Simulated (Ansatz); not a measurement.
Total energies of (HCd-mu-NH2)2 (Cd2N2H6) from Ansatz at PBE0-D4/def2-TZVP, gas phase (1 Eh = 27.2114 eV = 2625.5 kJ/mol). The reference geometry is relaxed at PBE-D4/def2-SVP.

| state | geometry | energy (Eh) |
| --- | --- | --- |
| charge 0 singlet | reference | -448.55214 |
| charge 1 doublet | reference | -448.23578 |
| free Cd atom (singlet) | – | -167.77479 |
| free H atom (doublet) | – | -0.50104 |
| free N atom (quartet) | – | -54.54382 |

In the def2 sets Cd takes a core potential; there is no spin–orbit coupling.

Task: Work out the vertical ionisation energy to the doublet.

Result: E(charge 1 doublet) − E(charge 0 singlet) = -448.23578 − (-448.55214) = 0.31636 Eh = 8.61 eV. For comparison, −ε of the highest occupied level is 6.86 eV at this level, 1.75 eV less.

Task: What is the binding energy per atom against free atoms?

Result: Atoms: 2 × (-167.77479) + 6 × (-0.50104) + 2 × (-54.54382) = -447.64346 Eh. Binding: -447.64346 − (-448.55214) = 0.90868 Eh = 24.73 eV, or 2.47 eV for each of 10 atoms (no zero-point energy, no counterpoise term).
